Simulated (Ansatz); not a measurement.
HGa, charge -1, doublet (typed; the unrestricted solution is spin-contaminated), geometry from GFN2-xTB (such geometries of metal compounds can be far from the true shape) (a state made from the parent by changing its charge; the spin is typed, not shown lowest) (a gas-phase anion, which may not be bound at this level); Ansatz (a quantum-chemistry and plane-wave program) with WB97X/STO-3G.

The Ansatz input:
Ansatz 0.2 input:
```yaml
crystal:
  periodic: [false, false, false]
  atoms:
    - {symbol: Ga, position_ang: [-0.00000000, -0.00000000, -0.04040855]}
    - {symbol: H, position_ang: [0.00000000, 0.00000000, 1.25266497]}
basis:
  gaussian:
    orbitals: STO-3G
hamiltonian:
  xc: {name: wB97X}
total_charge: -1
magnetization: {spin_polarized: true, initial_magnetization: 1}
accuracy: high
```

What the program printed (banner, timings and long lists left out):

```
Functional definition: wB97X
210 factors; integrals over basis functions are off by at most 6.9e-9 eV
68 factors; integrals over basis functions are off by at most 1.0e-9 eV
mean field evaluation 1: about -51684.5481 eV, gradient 9.9e1 eV
mean field evaluation 2: about -51763.3448 eV, gradient 3.0e1 eV
mean field evaluation 4: about -51771.9801 eV, gradient 6.1e0 eV
mean field evaluation 8: about -51773.1886 eV, gradient 4.0e0 eV
mean field evaluation 16: about -51775.2029 eV, gradient 2.8e-1 eV
mean field evaluation 32: about -51775.3277 eV, gradient 1.3e-3 eV
mean field evaluation 64: about -51771.9333 eV, gradient 4.0e0 eV
mean field evaluation 96: about -51775.0347 eV, gradient 1.6e-1 eV
mean field evaluation 128: about -51775.6821 eV, gradient 1.4e0 eV
mean field evaluation 160: about -51775.6368 eV, gradient 1.2e-1 eV
mean field evaluation 192: about -51775.6387 eV, gradient 3.9e-3 eV
mean field evaluation 224: about -51775.2812 eV, gradient 3.9e-2 eV
mean field evaluation 256: about -51775.3155 eV, gradient 6.0e-3 eV
mean field evaluation 288: about -51775.7189 eV, gradient 3.6e-3 eV
mean field -51775.72309376 eV, -1902.7227288500 hartree, gradient 2.4e-8 eV, S^2 1.673885; 21 other end points of the search recorded, 0 dependent functions left out
reference -51775.72309284 eV, -1902.7227288163 hartree; 17, 16 occupied and 2, 3 virtual orbitals, 210 factors
Total energy: -51775.72309284 eV, -1902.7227288163 hartree
```
